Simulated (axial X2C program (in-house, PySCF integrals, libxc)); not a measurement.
**Outer orbitals of SiSe⁻ at 2.176 Å, PBE0**

Computed with an in-house all-electron X2C program for linear molecules (integrals from PySCF). Spin-free means the one-electron spin-free X2C Hamiltonian; two-component (2c) means X2C with spin–orbit coupling and atomic mean-field two-electron Coulomb and Gaunt terms, so the difference of the two also holds small scalar two-electron terms. Basis: Se dyall-acv3z [9s10p7d5f1g], Si dyall-av3z [9s8p3d2f] (cores contracted in-house); Gaussian nuclei, density fitting, unrestricted open shells. Masses: Se 79.917 u, Si 27.977 u.

The distance is close to the 2c PBE0 minimum; the highest filled and lowest empty levels are listed.

Spin-free orbitals, state M_S = 1/2, Λ = 1 (beyond evenly filled blocks: π+α) (Löwdin shares):

```
symmetry  occupied  ε (eV)              atomic character
      σα       yes  -13.63  66% Se s, 11% Si p, 10% Si s
      σβ       yes  -13.51  66% Se s, 12% Si p, 10% Si s
      σα       yes   -6.89   49% Si s, 32% Se p, 8% Se s
      σβ       yes   -6.25   46% Si s, 37% Se p, 8% Se s
     π+α       yes   -2.30   64% Se p, 26% Si p, 5% Si d
      σα       yes   -2.24  39% Se p, 38% Si p, 14% Si s
     π-α       yes   -2.03   66% Se p, 24% Si p, 6% Si d
      σβ       yes   -1.94  39% Si p, 35% Se p, 18% Si s
     π+β       yes   -1.87   70% Se p, 18% Si p, 7% Si d
     π-β       yes   -1.87   70% Se p, 18% Si p, 7% Si d
     π+α       yes    0.88  54% Si p, 17% Se p, 13% Si d
     π-α        no    2.37  59% Si p, 13% Se p, 13% Si d
     π+β        no    2.97  68% Si p, 11% Si d, 10% Se d
     π-β        no    2.97  68% Si p, 11% Si d, 10% Se d
      σα        no    2.99   83% Si p, 11% Se p, 3% Si d
```

The highest filled level is positive, so this functional does not bind it, and the empty levels of an anion are set by the basis.

Spinors with spin–orbit coupling (state Ω = 1/2):

| ω | occupied | ε (eV) | atomic character | λ mixture |
| --- | --- | --- | --- | --- |
| -1/2 | yes | -13.63 | 66% Se s, 11% Si p, 10% Si s | 100% σ |
| 1/2 | yes | -13.52 | 66% Se s, 12% Si p, 10% Si s | 100% σ |
| -1/2 | yes | -6.89 | 49% Si s, 32% Se p, 8% Se s | 100% σ |
| 1/2 | yes | -6.24 | 46% Si s, 37% Se p, 8% Se s | 100% σ |
| 1/2 | yes | -2.40 | 64% Se p, 25% Si p, 5% Si d | 96% π, 4% σ |
| -1/2 | yes | -2.27 | 43% Se p, 35% Si p, 13% Si s | 88% σ, 12% π |
| -3/2 | yes | -1.94 | 65% Se p, 25% Si p, 5% Si d | 100% π |
| -1/2 | yes | -1.93 | 67% Se p, 20% Si p, 6% Si d | 88% π, 12% σ |
| 1/2 | yes | -1.91 | 39% Si p, 36% Se p, 17% Si s | 96% σ, 4% π |
| 3/2 | yes | -1.78 | 69% Se p, 19% Si p, 7% Si d | 100% π |
| 1/2 | yes | 0.85 | 55% Si p, 16% Se p, 12% Se d | 100% π |
| -3/2 | no | 2.41 | 58% Si p, 14% Se p, 13% Si d | 100% π |
| -1/2 | no | 2.96 | 69% Si p, 10% Si d, 10% Se d | 100% π |
| 3/2 | no | 3.00 | 69% Si p, 11% Si d, 10% Se d | 100% π |
| -1/2 | no | 3.00 | 87% Si p, 8% Se p, 3% Si d | 100% σ |

The highest filled level is positive, so this functional does not bind it, and the empty levels of an anion are set by the basis.

**Question.** How does the gap between the highest filled and lowest empty level change from the spin-free to the 2c table?

**Answer.** From 1.49 to 1.56 eV at PBE0, a change of 0.07 eV.

Mulliken charges and populations of the two-component result (they depend on the basis, above all on diffuse functions):

Se -0.51 e (s 7.90 p 16.54 d 10.06 f 0.01), Si -0.49 e (s 5.91 p 8.41 d 0.16 f 0.02). ⟨Lz⟩ = 1.00 ħ and ⟨Sz⟩ = -0.50 ħ (0.00 and -0.49 on the two atoms), which add up to Ω.

The state is one determinant whose occupation by symmetry is held fixed; it was picked as the lowest of a PBE0 search that is not exhaustive. Density functionals use the spin component along the axis (collinear). The functionals have no current-density term, which raises determinants with orbital currents, atoms included. The highest occupied level of some functionals is positive through self-interaction error; at Hartree–Fock it is bound.
